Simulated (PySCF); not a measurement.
A calculated (M06-L, PySCF 2.14, cc-pVDZ, no relativity, point nucleus) atom or ion has these occupied shells.

```csv
shell,electrons,orbital energy (eV),"rms radius, mean of both spins (bohr)"
1s α,1,-5853.4,0.0743
1s β,1,-5853.4,0.0743
2s α,1,-666.93,0.320
2s β,1,-664.69,0.320
2p α,3,-563.89,0.289
2p β,3,-562.24,0.289
3s α,1,-76.996,0.977
3s β,1,-70.993,0.977
3p α,3,-47.887,1.06
3p β,3,-41.986,1.06
4s α,1,-4.270,3.59
3d α,5,-3.605,1.74
```

Q: Name the element and its charge.

A: Cr (chromium, neutral), in [Ar] 3d5 4s1, high-spin 7S determinant.
